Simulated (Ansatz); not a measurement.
Abridged output of a molecular run in Ansatz:

```
Functional definition: HF
1482 factors; integrals over basis functions are off by at most 1.1e-3 eV
mean field evaluation 1: about -74275.3335 eV, gradient 5.6e1 eV
mean field evaluation 2: about -74275.6757 eV, gradient 5.7e1 eV
mean field evaluation 4: about -74281.6645 eV, gradient 4.1e0 eV
mean field evaluation 8: about -74281.7501 eV, gradient 4.0e-1 eV
mean field evaluation 16: about -74281.7508 eV, gradient 2.5e-6 eV
mean field -74281.75082208 eV, -2729.8039927322 hartree, gradient 2.5e-6 eV, S^2 0.000000; 0 other end points of the search recorded, 0 dependent functions left out
17 core orbitals not correlated: weight in the atoms' cores, before any rotation towards them, 1.000 or more for the frozen orbitals, at most 0.000 for the correlated occupied ones
reference -74281.75082208 eV, -2729.8039927322 hartree; 20, 20 occupied and 202, 202 virtual orbitals, 1482 factors
second order -29.19647769 eV of doubles, -0.00000000 eV of singles
cycle   1  -28.61908979 eV  change    5.8e-1 eV  update   1.3e-1
cycle   2  -29.37865604 eV  change   -7.6e-1 eV  update   4.0e-2
cycle   3  -29.54879196 eV  change   -1.7e-1 eV  update   2.1e-2
cycle   4  -29.52538533 eV  change    2.3e-2 eV  update   5.9e-3
cycle   5  -29.52220343 eV  change    3.2e-3 eV  update   3.0e-3
cycle   6  -29.52423602 eV  change   -2.0e-3 eV  update   9.9e-4
cycle   7  -29.52357500 eV  change    6.6e-4 eV  update   3.9e-4
cycle   8  -29.52334617 eV  change    2.3e-4 eV  update   1.3e-4
cycle   9  -29.52341599 eV  change   -7.0e-5 eV  update   5.2e-5
cycle  10  -29.52341565 eV  change    3.4e-7 eV  update   2.2e-5
perturbative correction -1.23988929 eV, -0.0455650910 hartree
Total energy: -74312.51412701 eV, -2730.9345233365 hartree
```

Its atoms:

Cartesian coordinates in Å:
```
O -1.818 -0.478 -0.174
Si -0.712 0.005 0.926
N 0.447 1.174 0.576
As 1.502 -0.389 0.417
O 1.036 -0.955 -1.265
H -1.421 -0.711 -1.022
H -1.402 0.057 2.226
H 0.610 2.089 0.191
H 1.760 -0.792 -1.876
```

(1) Which basis set was used?
A. def2-TZVPP
B. def2-SVPD
C. cc-pV(Q+d)Z
D. def2-TZVPPD

(2) Write the keys of the input that set method, charge and spin (a neutral closed shell needs none for the last two).

Results:

(1) A. It gives 239 functions.

(2) 
```yaml
correlation: {method: ccsd_t}
```
